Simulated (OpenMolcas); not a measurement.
Co5+: CASPT2 settings compared

| Property | Result |
| --- | --- |
| Program | OpenMolcas 26.06 |
| Basis | ANO-RCC-VQZP [7s6p4d3f2g1h] |
| Scalar Hamiltonian | X2C, point nucleus |
| Active space | 4 electrons in 5 orbitals (3d) |
| State averaging | 2S+1 = 5 even, 5 roots; 2S+1 = 3 even, 35 roots kept (CI in the orbitals of an earlier block); 2S+1 = 1 even, 35 roots kept (CI in the orbitals of an earlier block) |
| Spin-orbit coupling | state interaction with AMFI integrals over the reference wave functions, term energies averaged over their components |

Methods on the same reference wave functions:
A. CASSCF
B. SS-CASPT2, IPEA 0.35 Eh, real shift 0.5 Eh (closed shells correlated: 3s 3p)
C. SS-CASPT2, IPEA 0.75 Eh, no level shift (closed shells correlated: 2s 2p 3s 3p)
D. XMS-CASPT2, IPEA 0.35 Eh, imaginary shift 0.15 Eh (closed shells correlated: 3s 3p)

Energies in cm⁻¹ above 3d⁴ ⁵D₀, the measured ground level; measured values from Sugar and Corliss, J. Phys. Chem. Ref. Data 10, 1097 (1981).

```json
{"Level": "3d⁴ ⁵D₀", "A": "0.0", "B": "0.0", "C": "0.0", "D": "0.0", "Measured": "0.0"}
{"Level": "3d⁴ ⁵D₁", "A": "204", "B": "208", "C": "208", "D": "207", "Measured": "204"}
{"Level": "3d⁴ ⁵D₂", "A": "600", "B": "608", "C": "606", "D": "605", "Measured": "589"}
{"Level": "3d⁴ ⁵D₃", "A": "1165", "B": "1174", "C": "1173", "D": "1172", "Measured": "1125"}
{"Level": "3d⁴ ⁵D₄", "A": "1879", "B": "1885", "C": "1885", "D": "1884", "Measured": "1782"}
{"Level": "3d⁴ ³H₄", "A": "30522", "B": "28990", "C": "29420", "D": "29940", "Measured": "28377"}
{"Level": "3d⁴ ³H₅", "A": "30962", "B": "29460", "C": "29880", "D": "30410", "Measured": "28806"}
{"Level": "3d⁴ ³H₆", "A": "31444", "B": "29970", "C": "30390", "D": "30920", "Measured": "29234"}
{"Level": "3d⁴ ³P₀", "A": "32385", "B": "27850", "C": "28380", "D": "28850", "Measured": "27166"}
{"Level": "3d⁴ ³P₁", "A": "33614", "B": "29120", "C": "29650", "D": "30120", "Measured": "28462"}
{"Level": "3d⁴ ³F₂", "A": "35252", "B": "31370", "C": "31970", "D": "32300", "Measured": "30555"}
{"Level": "3d⁴ ³F₃", "A": "35322", "B": "31460", "C": "32050", "D": "32390", "Measured": "30635"}
{"Level": "3d⁴ ³F₄", "A": "35536", "B": "31690", "C": "32270", "D": "32620", "Measured": "30817"}
{"Level": "3d⁴ ³P₂", "A": "35727", "B": "31220", "C": "31750", "D": "32220", "Measured": "30506"}
{"Level": "3d⁴ ³G₃", "A": "38614", "B": "34950", "C": "35390", "D": "35870", "Measured": "34026"}
{"Level": "3d⁴ ³G₄", "A": "39135", "B": "35480", "C": "35910", "D": "36400", "Measured": "34475"}
{"Level": "3d⁴ ³G₅", "A": "39490", "B": "35870", "C": "36300", "D": "36800", "Measured": "34855"}
{"Level": "3d⁴ ¹I₆", "A": "46152", "B": "43950", "C": "44160", "D": "44630", "Measured": "42800"}
{"Level": "3d⁴ ¹G₄", "A": "48851", "B": "43450", "C": "43730", "D": "43980", "Measured": "41926"}
{"Level": "3d⁴ ³D₃", "A": "49772", "B": "43020", "C": "43600", "D": "44030", "Measured": "41676"}
{"Level": "3d⁴ ³D₂", "A": "49942", "B": "43210", "C": "43790", "D": "44220", "Measured": "41856"}
{"Level": "3d⁴ ³D₁", "A": "50118", "B": "43370", "C": "43950", "D": "44380", "Measured": "42098"}
{"Level": "3d⁴ ¹S₀", "A": "56659", "B": "47000", "C": "47640", "D": "48140", "Measured": "45372"}
{"Level": "3d⁴ ¹D₂", "A": "60460", "B": "54630", "C": "54740", "D": "55290", "Measured": "52740"}
```

Deviations, from unrounded energies. A percentage is the sum of absolute deviations over the sum of measured energies, with the sign that they share, or ± where signs differ.

```
                        Against measurement  Levels      A     B     C     D
             mean absolute deviation (cm-1)      23   4500   860  1300  1600
      fine structure of the ground term (%)       4   +4.0  +4.7  +4.6  +4.6
other terms of the ground configuration (%)      19  +15.3  +2.9  +4.2  +5.5
```

B lies closest to measurement on these levels and A furthest from it. The largest miss of B in the table is 3d⁴ ¹D₂, by +1900 cm-1. The ranking rests on the paired levels alone, and a cruder setting can come out closer through cancelling errors.

Among B to D the level of the table that moves most is 3d⁴ ¹S₀, by 1100 cm-1 (lowest in B, highest in D). Moves below CASPT2's spread within the term are not significant.

The mean deviations of B to D differ by less than CASPT2's widest spread within a term (1300 cm-1), so their order carries little weight.

From A to B the spin-free energies of the other terms of 3d⁴ shown, above ⁵D, scale by factors of 0.82 to 0.95, as is usual when dynamic correlation screens the repulsion within a d or f shell.

The lowest spin-free term lies below A's lowest term by 0.385 hartree in B, 0.439 hartree in C, 0.391 hartree in D.

Term energies are means over components that CASPT2 splits; among the terms shown or strongly mixed into the levels shown the widest spread is 1300 cm-1 (3d⁴ ¹I, D). Terms from blocks run as CI alone lack orbitals of their own. The CASPT2 spread within a term exceeds the gap to the next term for 3d⁴ ³D and 3d⁴ ¹G, so the order of their levels is uncertain (figures for B; the like holds for C, D). Without dynamic correlation excited terms often stand tens of per cent too high (terms of higher spin than the ground term too low), and those without a measured partner can miss by more than the paired ones (holds for A). Measured partners are found by configuration, term and J. A level has none where our copy of the source lacks it or the pairing is in doubt (some pairs that miss far off the trend of their configuration count as doubtful), and it then counts in no deviation. Only configurations of the active space appear. The table leaves out levels that lie high or whose names do not pair safely across all columns.
